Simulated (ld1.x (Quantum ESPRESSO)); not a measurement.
## lead, ultrasoft: configuration errors across variants

* Element: lead
* Generator: ld1.x (Quantum ESPRESSO) 7.5
* Type: ultrasoft
* Functional: LDA (PZ)
* Relativity: scalar-relativistic
* Frozen core: [Xe] 4f14
* Valence charge: 14
* Reference configuration: 5d10 6s1 6p3
* Partial waves: 6s (bound): rcut 1.40, rcutus 1.85 bohr; 6s channel at -0.1 Ry: rcut 1.40, rcutus 1.85 bohr; 6p (bound): rcut 2.20, rcutus 2.80 bohr; 6p channel at 0.15 Ry: rcut 2.20, rcutus 2.80 bohr; 5d (bound): rcut 1.05, rcutus 1.30 bohr; 5d channel at -0.9 Ry: rcut 1.05, rcutus 1.30 bohr; 5f channel at 0.25 Ry: rcut 2.65, rcutus 3.15 bohr; 5f channel at 2.75 Ry: rcut 2.65, rcutus 3.15 bohr
* Local potential: all-electron potential smoothed inside 2.60 bohr (lloc = -1)
* Core correction: Bessel-smoothed model core inside 0.85 bohr
* Augmentation charge: built from norm-conserving waves at rcut, not smoothed further

All-electron excitation energies from the reference (eV): (1) 5d10 6s2 6p2 -8.821; (2) 5d10 6s2 6p1 -1.988; (3) 5d10 6s2 6p0 11.774; (4) 5d10 6s2 6p1.5 -6.211; (5) 5d10 6s1 6p2 7.610; (6) 5d10 6s1 6p0 44.651; (7) 5d10 6s1 6p3 spin -1.861; (8) 5d10 6s2 6p2 spin -9.273.

Spin tests fill each open shell by Hund’s rule, majority spin first.

The overlap operator is not positive definite (basis up to 400 Ry) in “local potential all-electron potential smoothed inside 1.75 bohr (lloc = -1)”, “local potential all-electron potential smoothed inside 1.92 bohr (lloc = -1)”. Such files are unfit for use, however small their errors in these radial tests.

Tests that are not counted but printed errors over 1 eV. “base”: 5d9 6s2 6p2 (solver errors, printed error -1277 eV). “waves 6p (bound): rcut 2.20, rcutus 2.36 bohr; 6p channel at 0.15 Ry: rcut 2.20, rcutus 2.36 bohr”: 5d9 6s2 6p2 (solver errors, printed error -1276 eV).

6 further variants failed, have other tests or another functional or relativity, and are left out.

A true bound ghost makes a file unfit for plane-wave use even where its test errors are small: the radial tests pick states by their node count and pass the ghost by. Where a test does run into it, the solver fails or the error is huge.

Errors AE − PS in meV (a dash: test not solved or not reliable):

```csv
change,(1),(2),(3),(4),(5),(6),(7),(8),bound ghosts
base,-20,-34,-64,-25,-4.2,-41,+15,-18,s
"waves 6p (bound): rcut 2.20, rcutus 2.36 bohr; 6p channel at 0.15 Ry: rcut 2.20, rcutus 2.36 bohr",-20,-34,-64,-25,-4.2,-41,+14,-18,s
"all radii but the core radius scaled by about 1.11 (s 2.04, p 3.10, d 1.44, f 3.48 bohr, rcut 1.54/2.44/1.16/2.92); local potential all-electron potential smoothed inside 2.88 bohr (lloc = -1)",-5.0,-16,-43,-9.1,-4.1,-40,+16,-2.3,s
local potential all-electron potential smoothed inside 1.75 bohr (lloc = -1),-18,-31,-60,-23,-4.1,-41,+15,-16,"s (f not tested, overlap not positive)"
local potential all-electron potential smoothed inside 1.92 bohr (lloc = -1),-19,-32,-61,-24,-4.1,-41,+15,-17,"s (f not tested, overlap not positive)"
core correction Bessel-smoothed model core inside 1.56 bohr,-16,-29,-58,-21,-4.2,-41,+18,-14,s
```

Problem. Give the same row for: waves 5d (bound): rcut 1.05, rcutus 1.64 bohr; 5d channel at -0.9 Ry: rcut 1.05, rcutus 1.64 bohr.

Solution. -20, -34, -65, -25, -4.2, -42, +15, -18; bound ghosts: s. Not counted: 5d9 6s2 6p2 (solver errors, printed error -1277 eV).
